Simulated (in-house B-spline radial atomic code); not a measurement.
Sn³⁺. Computed with a B-spline radial atomic code. Model: all-electron spherical atom, spin shells full or empty, radial basis limit, no spin-orbit coupling, Breit or QED, empty-state partial waves extrapolated as (l+1/2)^-4, RPA, G0W0 and static COHSEX of the highest shell as one setting changes (uncorrelated shells keep exact exchange).

Empty levels are discrete states of a finite basis, so the steps are uneven.

Given: element Sn; charge 3; filled core Kr; hamiltonian one-electron scalar X2C; mean-field start r2SCAN; highest l of empty states 9; nuclear rms radius 4.6519 fm; lowest nl shells left uncorrelated 8; highest mean-field shell 5s up; box radius 14.14 bohr.

Shell: 4d 5 5, 5s 1 0 (electrons up and down).

```json
{"highest empty level kept (hartree)": "5.33", "RPA correlation energy (hartree)": "-0.44772", "G0W0 level (eV)": "-41.22", "G0W0 minus most complete (meV)": "202.8", "COHSEX level (eV)": "-42.538", "linearised minus solved G0W0 (meV)": "14.6"}
{"highest empty level kept (hartree)": "10.67", "RPA correlation energy (hartree)": "?", "G0W0 level (eV)": "?", "G0W0 minus most complete (meV)": "?", "COHSEX level (eV)": "?", "linearised minus solved G0W0 (meV)": "?"}
{"highest empty level kept (hartree)": "18.67", "RPA correlation energy (hartree)": "-0.56397", "G0W0 level (eV)": "-41.374", "G0W0 minus most complete (meV)": "48.4", "COHSEX level (eV)": "-42.91", "linearised minus solved G0W0 (meV)": "15.5"}
{"highest empty level kept (hartree)": "32", "RPA correlation energy (hartree)": "-0.59496", "G0W0 level (eV)": "-41.402", "G0W0 minus most complete (meV)": "20.4", "COHSEX level (eV)": "-42.993", "linearised minus solved G0W0 (meV)": "15.6"}
{"highest empty level kept (hartree)": "53.33", "RPA correlation energy (hartree)": "-0.61252", "G0W0 level (eV)": "-41.415", "G0W0 minus most complete (meV)": "7.6", "COHSEX level (eV)": "-43.04", "linearised minus solved G0W0 (meV)": "15.7"}
{"highest empty level kept (hartree)": "96", "RPA correlation energy (hartree)": "-0.61993", "G0W0 level (eV)": "-41.42", "G0W0 minus most complete (meV)": "2.8", "COHSEX level (eV)": "-43.055", "linearised minus solved G0W0 (meV)": "15.7"}
{"highest empty level kept (hartree)": "160", "RPA correlation energy (hartree)": "?", "G0W0 level (eV)": "?", "G0W0 minus most complete (meV)": "?", "COHSEX level (eV)": "?", "linearised minus solved G0W0 (meV)": "?"}
{"highest empty level kept (hartree)": "320", "RPA correlation energy (hartree)": "-0.62281", "G0W0 level (eV)": "-41.423", "G0W0 minus most complete (meV)": "0.3", "COHSEX level (eV)": "-43.063", "linearised minus solved G0W0 (meV)": "15.7"}
{"highest empty level kept (hartree)": "640", "RPA correlation energy (hartree)": "-0.62303", "G0W0 level (eV)": "-41.423", "G0W0 minus most complete (meV)": "0.1", "COHSEX level (eV)": "-43.064", "linearised minus solved G0W0 (meV)": "15.7"}
{"highest empty level kept (hartree)": "1333.3", "RPA correlation energy (hartree)": "-0.62312", "G0W0 level (eV)": "-41.423", "G0W0 minus most complete (meV)": "0", "COHSEX level (eV)": "-43.065", "linearised minus solved G0W0 (meV)": "15.7"}
{"highest empty level kept (hartree)": "3200", "RPA correlation energy (hartree)": "-0.62314", "G0W0 level (eV)": "-41.423", "G0W0 minus most complete (meV)": "0", "COHSEX level (eV)": "-43.065", "linearised minus solved G0W0 (meV)": "15.7"}
{"highest empty level kept (hartree)": "10667", "RPA correlation energy (hartree)": "-0.62314", "G0W0 level (eV)": "-41.423", "G0W0 minus most complete (meV)": "0", "COHSEX level (eV)": "-43.065", "linearised minus solved G0W0 (meV)": "15.7"}
```

Question: What follows for highest empty level kept = 10.67?

Answer: RPA correlation energy -0.51422 hartree; G0W0 level -41.326 eV; G0W0 minus most complete 96.4 meV; COHSEX level -42.784 eV; linearised minus solved G0W0 15.2 meV.

Question: What follows for highest empty level kept = 160?

Answer: RPA correlation energy -0.62207 hartree; G0W0 level -41.422 eV; G0W0 minus most complete 1.1 meV; COHSEX level -43.06 eV; linearised minus solved G0W0 15.7 meV.
